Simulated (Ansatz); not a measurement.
CH9NSi2, SMILES `C[SiH2][SiH2]N`. Total charge 0; spin multiplicity 1.

```xyz
13

C    -1.661    1.142    1.125
Si   -0.409   -0.242    0.919
Si    0.878    0.049   -1.016
N     1.844   -1.358   -1.268
H    -1.158    2.107    1.223
H    -2.272    0.986    2.017
H    -2.326    1.194    0.261
H     0.480   -0.316    2.114
H    -1.117   -1.554    0.822
H    -0.047    0.403   -2.142
H     1.805    1.208   -0.877
H     2.568   -1.351   -1.969
H     1.415   -2.268   -1.209
```

Problem. List the harmonic frequencies (cm⁻¹, unscaled) at PBE0-D4/def2-TZVP in Ansatz. (Estimate.)

Solution. Ansatz gave: 48, 104, 152, 176, 230, 354, 389, 430, 508, 640, 664, 695, 711, 792, 844, 873, 886, 928, 946, 967, 1275, 1453, 1453, 1584, 2139, 2184, 2199, 2206, 3053, 3139, 3140, 3597, 3690.

Problem. Is this a minimum?

Solution. Yes, all 33 modes are real.

Problem. Give the ideal-gas thermochemistry at 298.15 K and 1 bar (rigid rotor, harmonic oscillator; point group C1, symmetry number 1).

Solution. Zero-point energy 253.9 kJ/mol; H(298) − E = 278.0 kJ/mol; entropy 365.6 J/(mol·K), of which translation 165.1, rotation 111.4, vibration 89.0; G(298) − E = 169.0 kJ/mol. Modes under 100 cm⁻¹ are hindered rotations or soft bends, so the harmonic entropy is rough.

Problem. And at 400, 500, 600, 800 and 1000 K?

Solution. 
| T (K) | H − E (kJ/mol) | S (J/mol/K) | G − E (kJ/mol) |
| --- | --- | --- | --- |
| 400 | 292.5 | 407.1 | 129.7 |
| 500 | 309.0 | 443.9 | 87.1 |
| 600 | 327.3 | 477.2 | 41.0 |
| 800 | 368.3 | 536.0 | -60.5 |
| 1000 | 413.7 | 586.5 | -172.9 |
